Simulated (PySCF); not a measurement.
Species: CH₇ClFPSi₂ (charge +1 and doublet state).
Cartesian coordinates in Å at the GFN2-xTB level; atoms count from 1:
```xyz
13
CH7ClFPSi2 angstrom
F      0.2830    0.5346   -1.7226
C      1.3752    0.3013   -0.9192
Cl     1.5513    1.7159    0.1670
Si     1.0186   -1.2600    0.1863
Si    -0.9528   -0.4307    1.3048
P     -2.0117    1.0530   -0.0773
H      2.2469    0.2627   -1.5742
H      2.1450   -1.4217    1.0979
H      0.7341   -2.3932   -0.6959
H     -2.0097   -1.4229    1.5246
H     -0.7360    0.3732    2.5082
H     -2.3424    0.5258   -1.3138
H     -1.3058    2.1626   -0.5034
```

The hyperfine couplings belong to this conformer and change with its torsions.

The species is `F[C@@H](Cl)[SiH2][SiH2][PH2+]` [radical] (charge +1).

Theory: UKS B3LYP, pcH-1 on C Cl F H P Si, non-relativistic, mean-field spin-orbit, GIAO (PySCF 2.14.0). Isolated species at its GFN2-xTB geometry (one conformer only). A GFN2-xTB geometry isn't a minimum of the functional, and hyperfine couplings can be far from their values at a DFT geometry, by a factor of two or more for some ions and for spin on atoms past the first row. Stability of the SCF solution: not tested.

(1) Where do the isotropic ENDOR lines of F1, H8, H7, H12/H13, H9, H10, H11, P6 and Cl3 fall at 3345.2 mT, to first order?

(2) Which pairs are centred on the nuclear Larmor frequency, and which on half the coupling?

(3) At what field would the lower line of H7 fall to zero frequency?

Results:

(1) For S = 1/2 in fast tumbling each set of equivalent nuclei gives two lines, ν± = |νn ± a/2| to first order, with νn = g_N μN B/h and μN/h = 7.62259 MHz/T.

```json
{"nuclei": "F1", "isotope": "19F", "g_N": "5.2577", "νn (MHz)": "134.07", "a_iso (MHz)": "83.17", "lower line (MHz)": "92.48", "upper line (MHz)": "175.65"}
{"nuclei": "H8", "isotope": "1H", "g_N": "5.5857", "νn (MHz)": "142.43", "a_iso (MHz)": "23.49", "lower line (MHz)": "130.68", "upper line (MHz)": "154.18"}
{"nuclei": "H7", "isotope": "1H", "g_N": "5.5857", "νn (MHz)": "142.43", "a_iso (MHz)": "19.88", "lower line (MHz)": "132.49", "upper line (MHz)": "152.37"}
{"nuclei": "H12/H13", "isotope": "1H", "g_N": "5.5857", "νn (MHz)": "142.43", "a_iso (MHz)": "9.75", "lower line (MHz)": "137.56", "upper line (MHz)": "147.31"}
{"nuclei": "H9", "isotope": "1H", "g_N": "5.5857", "νn (MHz)": "142.43", "a_iso (MHz)": "5.36", "lower line (MHz)": "139.75", "upper line (MHz)": "145.11"}
{"nuclei": "H10", "isotope": "1H", "g_N": "5.5857", "νn (MHz)": "142.43", "a_iso (MHz)": "2.14", "lower line (MHz)": "141.36", "upper line (MHz)": "143.50"}
{"nuclei": "H11", "isotope": "1H", "g_N": "5.5857", "νn (MHz)": "142.43", "a_iso (MHz)": "1.26", "lower line (MHz)": "141.80", "upper line (MHz)": "143.06"}
{"nuclei": "P6", "isotope": "31P", "g_N": "2.2632", "νn (MHz)": "57.71", "a_iso (MHz)": "689.52", "lower line (MHz)": "287.05", "upper line (MHz)": "402.47"}
{"nuclei": "Cl3", "isotope": "35Cl", "g_N": "0.5479", "νn (MHz)": "13.97", "a_iso (MHz)": "1.23", "lower line (MHz)": "13.36", "upper line (MHz)": "14.59"}
```

(2) Centred on νn, since |a| < 2νn: F1, H8, H7, H12/H13, H9, H10, H11 and Cl3. Centred on |a|/2 and split by 2νn: P6.

(3) Where νn = |a|/2, that is B = 9.94 MHz/(5.5857 × 7.62259 MHz/T) = 234 mT, as far as first order holds there.

Class means assume fast exchange of nuclei equivalent by connectivity; if that motion is slow, each nucleus keeps its own coupling. The 1H value of +9.7 MHz is a mean of couplings from 2.0 to 17.5 MHz in this one geometry, not an average over conformers.

Main isotope only: 35Cl (natural samples also hold 24 % 37Cl, magnetic too, which adds its own pattern).

The Mulliken spin populations are largest on P6 (+0.86) and Si4 (+0.08). P6 is the only atom above +0.15. The angles at P6 add up to 330.6°, so it is pyramidal.
